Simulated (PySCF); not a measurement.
An unknown gives this computed stick spectrum. Level of theory: PySCF 2.14.0, density-fitted response routines, TDDFT CAM-B3LYP/def2-SVPD, vertical, gas phase, core orbitals frozen in the response. Geometries: PBE0-D3(BJ)/def2-SVP, one conformer each.

```tsv
state	λ (nm)	f
S1	213.8	0.0069
S2	187.7	0.026
S3	179.7	0.013
S4	175.1	0.025
S5	167.7	0.018
S6	162.7	0.129
S7	160.5	0.0057
S8	158.1	0.030
S9	157.0	0.053
S10	155.6	0.0074
```

Orbital energies (eV): HOMO-3 -10.23, HOMO-2 -9.57, HOMO-1 -9.31, HOMO -8.64, LUMO 0.55, LUMO+1 1.29, LUMO+2 1.72.

Question: Which structure fits? All have the formula C2H11NOSi2.
A. `CCO[Si@@H](N)[SiH3]`
B. `N[SiH2]CC[SiH2]O`
C. `CCO[SiH2]N[SiH3]`
D. `O([SiH2][SiH2]N)CC`

Answer: D. Its S1, at 5.80 eV, is the lowest among the candidates; the nearest of the others has S1 at 6.36 eV. S1 is HOMO→LUMO (93%). Löwdin shares by element: HOMO nitrogen 39%, silicon 33%, hydrogen 11% or more (atoms not listed hold the other 17%); LUMO silicon 44%, nitrogen 10%, hydrogen 8% or more (atoms not listed hold the other 38%). At the same level the other candidates give, for their lowest levels:
- `CCO[SiH2]N[SiH3]`: 195 nm (f 0.007); 183 nm (f 0.006); 168 nm (f 0.001); 164 nm (f 0.001); 162 nm (f 0.045); T1 6.04 eV; HOMO -8.72, LUMO 1.01 eV
- `N[SiH2]CC[SiH2]O`: 182 nm (f 0.023); 171 nm (f 0.001); 163 nm (f 0.006); 157 nm (f 0.046); 155 nm (f 0.012); T1 6.46 eV; HOMO -9.13, LUMO 0.74 eV
- `CCO[Si@@H](N)[SiH3]`: 190 nm (f 0.039); 174 nm (f 0.057); 168 nm (f 0.027); 164 nm (f 0.010); 163 nm (f 0.005); T1 5.99 eV; HOMO -8.90, LUMO 0.92 eV

The values belong to the conformer `[CH3:1][CH2:2][O:3][SiH2:4][SiH2:5][NH2:6]`: C1–C2–O3–Si4 82°, C2–O3–Si4–Si5 171°, O3–Si4–Si5–N6 -174°, H–N6–Si5–Si4 -167°, H–N6–Si5–Si4 55°.
Triplets come from the Tamm–Dancoff approximation.
